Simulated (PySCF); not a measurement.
**NMR data sheet: C$_{7}$H$_{16}$OSi**

| Item | Value |
| --- | --- |
| Formula | C7H16OSi |
| SMILES | C/C=C(/OC)C(C)(C)[SiH3] |
| Point group of the computed structure | C1 |
| Degrees of unsaturation | 1 |
| Carbon signals | 6 |
| Proton signals | 5 |

Structure with atom numbers: `[CH3:1]/[CH:2]=[C:3](/[O:4][CH3:5])[C:6]([CH3:7])([CH3:8])[SiH3:9]`. Hydrogens are named by the atom that carries them.

Calculated, not measured (PySCF 2.14.0 with density-fitted response routines): geometry from GFN2-xTB, shielding tensors at PBE0/pcSseg-1 (GIAO). Non-relativistic, rapidly exchanging positions averaged, one conformer, gas phase.

Shifts are taken against calculated references (same method and geometry level): TMS for $^{1}$H, $^{13}$C, $^{29}$Si; $^{17}$O vs H2O.

| carbon | δC, type | δH (multiplicity) | HMBC from (2–3 bonds) | span of the C tensor (ppm) |
| --- | --- | --- | --- | --- |
| C1 | 14.2, CH3 | 1.94 (d) | H(C2) | 20 |
| C2 | 96.2, CH | 4.28 (q) | H(C1) | 156 |
| C3 | 169.5, C | – | H(C2), H(Si9), H(C5), H(C1), H(C7)/H(C8) | 181 |
| C5 | 54.1, CH3 | 3.49 (s) | – | 79 |
| C6 | 33.1, C | – | H(C2), H(Si9), H(C7)/H(C8) | 50 |
| C7/C8 | 25.3, CH3 | 1.43 (s) | H(Si9), H(C7)/H(C8) | 37 |

Other nuclei:
```tsv
atoms	nucleus	environment	δ (ppm)	σ (ppm)
H(Si9)	$^{1}$H	hydrogen on a silicon bonded to C	3.81	27.91
Si9	$^{29}$Si	silicon bonded to C, 3 H	-60.7	409.8
O4	$^{17}$O	ether oxygen	130.2	205.8
```

1. Carbon types of the structure: 2 × C, 1 × CH, 4 × CH3, leaving 3 H on heteroatoms.
2. δC 169.5: alkene carbon bearing oxygen; an sp2 carbon further deshielded by the attached heteroatom.
3. δC 96.2: β carbon of an enol-ether or enamine type C=C; the O or N lone pair pushes π density onto this β carbon and shields it.
4. δC 14.2: allylic methyl carbon; aliphatic region, no heteroatom directly attached.
5. δH 3.49: hydrogen on a methyl carbon bonded to O; its carbon carries O, hence the downfield position.
6. δH 1.94: hydrogen on an allylic methyl carbon; allylic position.

Shifts are as computed. Against solution values, carbons near 30 ppm lie about +3 ppm off and those near 130 ppm about +5 ppm. Of 1211 compounds with measured shifts, 218 miss one by over three times the rms of a fit or turn the order of signals round; such compounds aren't used in these exercises. Experimental scales use liquid or dissolved standards, which lie at an offset from isolated H2O (liquid H2O: subtract about 36 ppm). Multiplicities follow the n + 1 count of equivalent neighbours, as no J values were calculated; m marks all less simple cases, F and P coupling included.
